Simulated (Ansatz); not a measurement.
Isolated molecules relaxed with PBE0-D4/def2-TZVP in Ansatz; ΔE leaves out vibrations. CBS: MP2 limit from def2 TZ/QZ plus the TZ coupled-cluster correction, frozen cores. Functionals use def2-TZVPP. B3LYP here is the variant with VWN-RPA as its local correlation; programs differ in this. For Se outer-core shells are correlated without core-valence functions, which leaves a few kJ/mol of doubt a bond. Scalar relativity is left out up to krypton. Each species was taken in one conformer, which may not be the lowest.

Consider the formal exchange of groups at a C–Se bond: `B[Se]C` + `FCCOCF` → `CC(F)OCCF` + `B[SeH]`.

`B[Se]C`:

Cartesian coordinates in Å:
```
B 0.924 0.344 -1.348
Se -0.244 1.201 -0.143
C -0.741 -0.245 1.068
H 1.174 -0.816 -1.228
H 1.382 1.025 -2.213
H -0.238 -1.156 0.753
H -1.820 -0.376 1.033
H -0.437 0.024 2.078
```

`FCCOCF`:

Cartesian coordinates in Å:
```
F -0.713 0.364 -2.311
C -0.123 -0.686 -1.637
C 0.419 -0.230 -0.317
O -0.660 0.052 0.552
C -0.317 0.753 1.670
F 0.442 -0.019 2.531
H -0.878 -1.463 -1.493
H 0.690 -1.076 -2.257
H 1.053 -1.020 0.102
H 1.036 0.668 -0.458
H -1.240 1.021 2.186
H 0.290 1.637 1.432
```

`CC(F)OCCF`:

```xyz
15

C    -1.293   -2.015    0.006
C    -0.196   -1.028   -0.266
F     0.869   -1.291    0.596
O    -0.664    0.243   -0.055
C     0.189    1.291   -0.469
C     1.103    1.738    0.654
F     1.761    2.884    0.244
H    -2.113   -1.862   -0.696
H    -0.913   -3.031   -0.103
H    -1.663   -1.876    1.022
H     0.226   -1.124   -1.276
H     0.779    0.989   -1.343
H    -0.450    2.128   -0.759
H     1.848    0.979    0.900
H     0.517    1.974    1.547
```

`B[SeH]`:

Cartesian coordinates in Å:
```
B -0.096 0.469 0.421
Se 0.447 -0.228 -1.259
H -0.517 -0.245 1.274
H 0.014 1.647 0.552
H 0.153 -1.643 -0.989
```

```
             level  ΔE (kJ/mol)  difference from CCSD(T)/CBS
         r2SCAN-D4        -22.1                          0.0
           PBE0-D4        -19.9                          2.2
          B3LYP-D4        -19.5                          2.6
           ωB97M-V        -24.2                         -2.1
            r2SCAN        -21.6                          0.5
              PBE0        -19.2                          2.9
    MP2/def2-TZVPP        -17.6                          4.5
CCSD(T)/def2-TZVPP        -21.5                          0.6
     HF/def2-QZVPP        -25.7                         -3.6
      HF/CBS(def2)        -25.6                         -3.5
       CCSD(T)/CBS        -22.1                            0
```

Largest T1 diagnostic among the species: 0.013.

From PBE to PBE0 (25 % exact exchange), in def2-TZVPP and without D4, ΔE moves by −3.6 kJ/mol. In def2-TZVPP, CCSD(T) changes the Hartree–Fock value by +4.7 kJ/mol (the triples alone add +1.2 kJ/mol) and MP2 by +8.7 kJ/mol.
